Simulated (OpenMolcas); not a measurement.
An OpenMolcas run meant for Ru5+ (ANO-RCC-VTZP, DKH4; inactive shells 1s 2s 2p 3s 3p 3d 4s 4p; intended active space 3 electrons in 5 orbitals (4d)). One step of its input:

```
&CASPT2
Multistate=10 1 2 3 4 5 6 7 8 9 10
Frozen=8 6
IPEA=0.25
Imaginary=0.1
MaxIter=60
WThr=0.0 0.3 0.05
PrWF=0.5
NoMix
Deleted=16 14
```

The run finished. Its levels beside those of a sound run (SS-CASPT2, IPEA 0.25 Eh, imaginary shift 0.1 Eh (closed shells correlated: 4s 4p)), in cm-1 above each run's lowest level:

| Level | This run | Usual run |
| --- | --- | --- |
| 4d3 4F 3/2 | 0.0 | 0.0 |
| 4d3 4F 5/2 | 1420 | 1425 |
| 4d3 4F 7/2 | 3169 | 3164 |
| 4d3 4F 9/2 | 5042 | 4997 |
| 4d3 4P 3/2 | 14559 | 13656 |
| 4d3 4P 1/2 | 14484 | 13694 |
| 4d3 4P 5/2 | 16609 | 15921 |
| 4d3 2G 7/2 | 17824 | 15965 |
| 4d3 2G 9/2 [73 %] | 18933 | 16879 |
| 4d3 2D 3/2 [57 %] | 20665 | 19766 |
| 4d3 2P 1/2 | 23541 | 21019 |
| 4d3 2H 9/2 | 24856 | 22126 |
| 4d3 2H 11/2 | 25349 | 22383 |
| 4d3 2D 5/2 | 23893 | 23533 |

Question: Which setting is unsound, and how much does it matter here?

Answer: Nearly half of the orbitals are deleted from the virtual space, which removes much of the correlation energy. Against the sound run the excited levels shown move by 1200 cm-1 on average and by 3000 cm-1 at most.

CASPT2 does not keep the components of a term degenerate, so their means are used; among the terms shown or strongly mixed into the levels shown the widest spread is 1500 cm-1 (4d3 2H, this run). Some high roots are left out of the spin-orbit mixing, which shifts the levels that they would mix with. The CASPT2 spread within a term exceeds the gap to the next term for 4d3 2P and 4d3 2H, so the order of their levels is uncertain. Only configurations of the active space appear.

A share in square brackets marks a mixed level and gives the weight of the term that names it, the lowest over the columns.
